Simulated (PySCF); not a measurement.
A geometry optimisation, step by step.

Species: C9H9ClSe.
Atom-mapped SMILES: `[CH3:1][Se:2][c:3]1[cH:4][cH:5][c:6](/[CH:7]=[CH:8]/[Cl:9])[cH:10][cH:11]1` (hydrogens: H12, H13, H14 on C1; H15 on C4; H16 on C5; H17 on C7; H18 on C8; H19 on C10; H20 on C11)

Computed by this run: PBE0-D3(BJ)/def2-SVP geometry optimisation, gas phase (PySCF); density fitting, grid level 2; the optimiser is geomeTRIC in internal coordinates, started from a GFN2-xTB structure. 3 of its 6 geometries are shown. The frame can shift and turn from step to step; on so coarse a grid that alone can change the energy by a few meV, and forces under 0.02 eV/Å are noise.

Step 0: E = -87310.2042 eV, largest atomic force 0.784 eV/Å
```
atom  x, y, z in Å  |  force x, y, z in eV/Å
C1      3.986   -0.377   -0.853   -0.536   0.081   0.539
Se2     3.176   -0.205    0.915    0.024  -0.003  -0.054
C3      1.316   -0.119    0.486    0.783  -0.046  -0.017
C4      0.825   -0.129   -0.812    0.117  -0.006   0.028
C5     -0.536   -0.067   -1.031   -0.156   0.004   0.123
C6     -1.445   -0.001    0.028   -0.076   0.026  -0.080
C7     -2.865    0.043   -0.275    0.274  -0.021   0.072
C8     -3.854   -0.063    0.608   -0.422   0.043  -0.259
Cl9    -5.507   -0.007    0.141   -0.197   0.011  -0.004
C10    -0.933    0.019    1.330    0.036  -0.005  -0.155
C11     0.424   -0.037    1.554    0.155  -0.022   0.044
H12     3.617   -1.277   -1.338   -0.082  -0.297  -0.232
H13     5.057   -0.459   -0.692    0.365  -0.026   0.106
H14     3.770    0.508   -1.446   -0.036   0.275  -0.264
H15     1.495   -0.184   -1.657    0.257  -0.021  -0.348
H16    -0.908   -0.077   -2.045   -0.174   0.001  -0.425
H17    -3.114    0.158   -1.321   -0.199   0.034  -0.413
H18    -3.718   -0.198    1.669    0.092  -0.069   0.514
H19    -1.603    0.090    2.172   -0.285   0.036   0.400
H20     0.813   -0.018    2.563    0.060   0.006   0.426
```

Step 2: E = -87310.2589 eV, largest atomic force 0.103 eV/Å
```
atom  x, y, z in Å  |  force x, y, z in eV/Å
C1      3.627   -0.408   -0.877   -0.013  -0.006  -0.019
Se2     2.852   -0.299    0.892    0.005  -0.003   0.033
C3      1.004   -0.234    0.461    0.027   0.005  -0.027
C4      0.506   -0.240   -0.845   -0.028  -0.002   0.024
C5     -0.868   -0.186   -1.067    0.000   0.006  -0.001
C6     -1.787   -0.127   -0.010    0.027   0.003  -0.036
C7     -3.215   -0.083   -0.317    0.058  -0.008   0.083
C8     -4.211   -0.158    0.576   -0.037   0.016  -0.094
Cl9    -5.866   -0.091    0.106   -0.051  -0.003   0.044
C10    -1.269   -0.113    1.298   -0.009  -0.003  -0.018
C11     0.095   -0.168    1.531    0.042  -0.002  -0.015
H12     3.287   -1.311   -1.401   -0.005   0.001   0.000
H13     4.713   -0.471   -0.728   -0.010   0.004   0.022
H14     3.399    0.490   -1.466   -0.008   0.001   0.003
H15     1.177   -0.286   -1.703    0.007   0.001   0.004
H16    -1.239   -0.193   -2.095   -0.003   0.000   0.002
H17    -3.482    0.012   -1.374    0.001  -0.009   0.015
H18    -4.068   -0.270    1.652   -0.009   0.002  -0.013
H19    -1.944   -0.050    2.155    0.005  -0.002  -0.002
H20     0.464   -0.154    2.560    0.002   0.000  -0.004
```

Step 5: E = -87310.2601 eV, largest atomic force under 0.02 eV/Å
```
atom  x, y, z in Å  |  force x, y, z in eV/Å
C1      3.623   -0.405   -0.875    0.002   0.001   0.000
Se2     2.853   -0.304    0.896    0.002  -0.004   0.004
C3      1.007   -0.237    0.459    0.009   0.002   0.000
C4      0.508   -0.244   -0.846   -0.014   0.000   0.011
C5     -0.866   -0.190   -1.067    0.000   0.004  -0.013
C6     -1.784   -0.131   -0.010   -0.009   0.002   0.003
C7     -3.213   -0.086   -0.315    0.006  -0.002  -0.006
C8     -4.216   -0.147    0.571    0.006   0.006   0.000
Cl9    -5.873   -0.081    0.105   -0.004   0.000   0.003
C10    -1.265   -0.118    1.298    0.006  -0.005  -0.007
C11     0.099   -0.172    1.529   -0.002   0.002   0.006
H12     3.285   -1.307   -1.402    0.002  -0.001   0.001
H13     4.710   -0.463   -0.727    0.000   0.001  -0.001
H14     3.390    0.495   -1.460    0.000  -0.001   0.000
H15     1.180   -0.289   -1.704   -0.004   0.000   0.002
H16    -1.238   -0.196   -2.095   -0.002   0.000  -0.001
H17    -3.476   -0.002   -1.374   -0.001  -0.005  -0.001
H18    -4.077   -0.246    1.649    0.000   0.001   0.000
H19    -1.939   -0.058    2.155    0.000  -0.002   0.000
H20     0.469   -0.160    2.558    0.001   0.000   0.000
```

Problem. Summarise the path.

Solution. The energy falls by 5.39 kJ/mol from step 0 to step 5; nine tenths of that is first reached at step 1. It falls at every step. The largest force goes from 0.784 to under 0.02 eV/Å. Among the bonds C1–Se2 changes most, from 1.952 to 1.934 Å; the atoms move by 0.046 Å rms after alignment.

Problem. Follow the three bonds and two angles with the largest change from start to end.

Solution. 
```tsv
step	E above end (kJ/mol)	largest force (eV/Å)	C1–Se2 (Å)	C8–H18 (Å)	C10–H19 (Å)	C1–Se2–C3 (°)	Se2–C1–H12 (°)
0	5.39	0.784	1.952	1.077	1.079	101.8	109.7
1	0.21	0.187	1.930	1.094	1.093	99.7	111.1
2	0.12	0.103	1.934	1.092	1.092	100.6	111.0
3	0.09	0.070	1.935	1.091	1.092	100.7	111.0
4	0.01	0.025	1.934	1.092	1.092	100.5	111.0
5	0.00	under 0.02	1.934	1.092	1.092	100.3	111.0
```

The cost below is that of the whole optimisation. Time: 5.2 min of wall time; peak memory 1.1 GiB. Hardware: Arm Neoverse N1, one thread, on a shared host.
